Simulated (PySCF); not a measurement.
Computed IR spectrum (relative IR intensity) of a molecule CH₆ClNSi₃. Coordinates come from a PBE-D3(BJ)/def2-SVP optimisation. Other conformers were not sampled. Method: PBE-D3(BJ)/def2-SVP (PySCF 2.14.0). Frequencies are harmonic and unscaled.

Lines under 2 % of the strongest are left out, and lines within 2 cm⁻¹ are merged.

ν (cm⁻¹): 132 (vw), 257 (vw), 297 (vw), 346 (w), 436 (w), 461 (w), 535 (s), 562 (vw), 582 (w), 654 (m), 695 (w), 725 (w), 743 (s), 780 (vs), 857 (s), 886 (s), 1271 (w), 1630 (m), 2143 (s), 2160 (m), 2168 (s), 2175 (w), 2182 (s), 2913 (m) (against the strongest line: vs over 80 %, s over 45 %, m over 15 %, w over 4 %, vw less)

Task: Identify the compound among the candidates.
A. Cl[SiH2]C1=N[SiH2][SiH2]1
B. Cl[Si@H]1C=N[SiH2][SiH2]1
C. [SiH3]C1=N[SiH2][Si@@H]1Cl
D. [SiH3][Si@]1(Cl)N=C[SiH2]1

Result: B, Cl[Si@H]1C=N[SiH2][SiH2]1
